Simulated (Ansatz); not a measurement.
CH₅FNOTa, SMILES `[CH3][Ta]([NH2])(=[O])[F]`, relaxed with RKS PBE0-D4/def2-TZVP in Ansatz from a PBE-D4/def2-SVP geometry. The force threshold is 0.005 eV/Å; the program also tests the step.

Total charge 0; spin multiplicity 1. Ta: def2 effective core potential.

Start:

```xyz
10

C    -1.419    0.453    0.484
Ta    0.228   -0.808   -0.134
N     1.740    0.421   -0.482
O    -0.272   -1.396   -1.690
F     0.464   -2.167    1.189
H    -2.315   -0.186    0.651
H    -1.685    1.201   -0.291
H    -1.194    0.991    1.431
H     2.108    0.674   -1.406
H     2.345    0.817    0.247
```

```tsv
step	energy (eV)	largest force (eV/Å)	largest move (Å)
1	-8924.4012	0.770	0.000
2	-8924.4477	0.317	0.052
3	-8924.4513	0.108	0.028
4	-8924.4525	0.026	0.018
5	-8924.4526	0.020	0.002
6	-8924.4526	0.008	0.002
7	-8924.4526	0.002	0.002
```

End:

```xyz
10

C    -1.426    0.454    0.491
Ta    0.219   -0.790   -0.150
N     1.743    0.408   -0.478
O    -0.258   -1.398   -1.682
F     0.484   -2.137    1.151
H    -2.310   -0.171    0.659
H    -1.687    1.195   -0.270
H    -1.197    0.982    1.423
H     2.124    0.624   -1.388
H     2.307    0.834    0.245
```

Run time 23 s (4 threads of a server CPU on a shared host); peak host memory 0.47 GiB.
